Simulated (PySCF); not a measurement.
CH₃AlBr₂, SMILES [Br][Al]([CH3])[Br], CAM-B3LYP/def2-SVP optimised geometry.

```
7

Al    -0.58    -0.01     0.00
Br    -1.76    -1.92    -0.03
Br    -1.74     1.92     0.00
C      1.35    -0.01     0.00
H      1.75     0.79     0.64
H      1.72     0.19    -1.02
H      1.76    -0.97     0.33
```

Density from CAM-B3LYP/def2-TZVP (PySCF) at that geometry.

Minimum of the electron density along straight lines between bonded atoms, close to the bond critical point (lines longer than 1.1 times the sum of covalent radii, or with two minima, are not listed):

| bond | length / Å | ρ at the minimum / e bohr⁻³ | ∇²ρ there / e bohr⁻⁵ | position (fraction from the first atom) |
|---|---|---|---|---|
| Al1–Br2 | 2.249 | 0.068 | 0.19 | 0.37 |
| Al1–Br3 | 2.250 | 0.068 | 0.19 | 0.37 |
| Al1–C4 | 1.931 | 0.093 | 0.26 | 0.41 |
| C4–H5 | 1.101 | 0.266 | -0.87 | 0.64 |
| C4–H6 | 1.103 | 0.263 | -0.85 | 0.64 |
| C4–H7 | 1.100 | 0.267 | -0.88 | 0.64 |
